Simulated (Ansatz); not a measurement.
`[SiH3]C1=C[SiH2]1` from Hartree–Fock to CCSD(T)

```csv
atom,x (Å),y (Å),z (Å)
Si1,-0.7477,-0.7531,1.4121
C2,0.1188,-0.0064,-0.0360
C3,1.3418,0.0429,-0.5720
Si4,0.1817,0.9966,-1.5634
H5,0.1880,-1.5487,2.2522
H6,-1.3441,0.3313,2.2346
H7,-1.8398,-1.6350,0.9245
H8,2.3049,-0.3772,-0.3057
H9,0.1505,2.4762,-1.5052
H10,-0.3543,0.4734,-2.8411
```

Charge 0, multiplicity 1. All single points use the PBE0-D4/def2-TZVP geometry. Frozen core, restricted reference, Ansatz 0.2.0. CBS rows extrapolate triple and quadruple zeta; past MP2 they add the triple-zeta difference.

```json
{"basis": "def2-SVP", "HF (Eh)": "-656.77848", "MP2 corr.": "-0.45513"}
{"basis": "def2-TZVPP", "HF (Eh)": "-657.07234", "MP2 corr.": "-0.55765"}
{"basis": "def2-QZVPP", "HF (Eh)": "-657.09382", "MP2 corr.": "-0.59532"}
```

Question: Estimate the CCSD correlation energy and the (T) correction in each basis where they were run (hartree).

Answer: 
```tsv
basis	CCSD corr.	(T)
def2-SVP	-0.50710	-0.01909
def2-TZVPP	-0.60475	-0.02792
CBS(def2)	-0.67034	as TZ
```
